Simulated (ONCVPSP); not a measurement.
## lead (Pb): one change to an ONCV potential, before and after

```
Element                 : lead (Pb)
Generator               : ONCVPSP 4.0.1
Type                    : optimised norm-conserving Vanderbilt (ONCV)
Functional              : LDA (Perdew-Wang 92)
Relativity              : scalar-relativistic
Frozen core             : [Xe] 4f14 5d10
Valence charge          : 4
Reference configuration : 6s2 6p2
Partial waves           : 6s: rc 2.00 bohr, ncon 4, nbas 8, qcut 2.5 1/bohr, 2 projectors, debl 0.6 Ha; 6p: rc 2.20 bohr, ncon 4, nbas 7, qcut 3.6 1/bohr, 2 projectors, debl 1.7 Ha
Local potential         : polynomial inside 1.60 bohr (lpopt 4, dvloc0 4 Ha)
Core correction         : Teter function, fcfact 3.25, rcfact 1.5
```

All-electron outer shells of the reference configuration (LDA (PZ), scalar-relativistic, ld1.x):

```tsv
shell	level (eV)	outermost node (bohr)	outermost maximum (bohr)
5p	-85.96	0.49	0.88
5d	-21.29	0.52	1.07
6s	-12.32	1.01	1.95
6p	-3.71	1.18	2.63
```

Change: p: qcut 4.9.

Cutoffs: the cutoffs (Ha) at which the residual kinetic energy of the hardest occupied pseudo-wave falls to 1 and 0.1 mHa per electron; they do not see the model core or the augmentation charge, which bear on the density cutoff. Errors are all-electron minus pseudo energies relative to the spin-unpolarised reference configuration.

Question: What does the change do?

Answer: The potential gets neither clearly harder nor softer (35 Ha and 43 Ha → 35 Ha and 43 Ha); a bound ghost appears in p, which as a rule spoils a file; the errors of the 4 common tests hardly move; the range in which the p phases agree widens (upper end 3.0 → 4.2).

| quantity | base | changed |
| --- | --- | --- |
| cutoff, loose | 35 Ha | 35 Ha |
| cutoff, tight | 43 Ha | 43 Ha |
| bound ghosts | none | p |
| GHOST(+) flags under 300 eV | s at 94.7 eV | s at 94.7 eV |
| error for 6s2 6p1, meV [ΔE 6.83 eV] | -32 | -32 |
| error for 6s2 6p0, meV [ΔE 20.58 eV] | -197 | -197 |
| error for 6s1 6p0, meV [ΔE 53.46 eV] | -656 | -659 |
| error for 6s1 6p2, meV [ΔE 16.43 eV] | -74 | -77 |
| s: phases at 2.03 bohr within 0.05 rad from the reference energy up to (Ha; the scan ends near 5) | 2.8 | 2.8 |
| p: phases at 2.24 bohr within 0.05 rad from the reference energy up to (Ha; the scan ends near 5) | 3.0 | 4.2 |
| rms error of d²Exc/dni dnj with the model core, mHa | 2.84 | 2.84 |

 A true bound ghost makes a file unfit for plane-wave use even where its test errors are small: the radial tests pick states by their node count and pass the ghost by.
